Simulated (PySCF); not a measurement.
Species: C5H7NOS (charge -1 and doublet state).
Geometry (GFN2-xTB, Å), atoms numbered from 1 in this order:
```xyz
15
C5H7NOS angstrom
C      2.599   -0.096   -0.554
O      1.309    0.423   -0.591
C      0.606    0.368    0.640
S      1.134   -0.578    1.935
C     -0.820    0.708    0.460
C     -1.643   -0.509   -0.129
C     -3.011   -0.181   -0.338
N     -4.102    0.183   -0.480
H      2.594   -1.150   -0.249
H      3.009   -0.001   -1.563
H      3.232    0.453    0.156
H     -0.922    1.548   -0.234
H     -1.259    0.974    1.423
H     -1.179   -0.796   -1.077
H     -1.552   -1.338    0.578
```

The hyperfine couplings belong to this conformer and change with its torsions.

Identity: `CO[C]([S-])CCC#N` [radical] (charge -1).

Computed with PySCF, UKS B3LYP, pcH-1 on C H N O S, non-relativistic, mean-field spin-orbit, GIAO. Whether the extra electron is bound in the gas phase wasn't checked; a finite basis holds it in any case. A GFN2-xTB geometry isn't a minimum of the functional, and hyperfine couplings can be far from their values at a DFT geometry, by a factor of two or more for some ions and for spin on atoms past the first row. No stability test was run, so a lower SCF solution isn't excluded.

The Mulliken spin populations are largest on C3 (+0.60), S4 (+0.24) and C6 (+0.06). The angles at C3 add up to 355.1°, so it is nearly planar.

List the C–H protons on four-coordinate carbons next to a three-coordinate spin centre, with their couplings and θ (C–H bond against the normal to the plane of the centre's neighbours, projected along the bond that joins the two).

```tsv
β H	on	centre	θ (°)	cos²θ	a (G)
H12	C5	C3	60	0.24	+8.13
H13	C5	C3	60	0.25	+5.11
```

Couplings in gauss use g_iso = 2.0063.
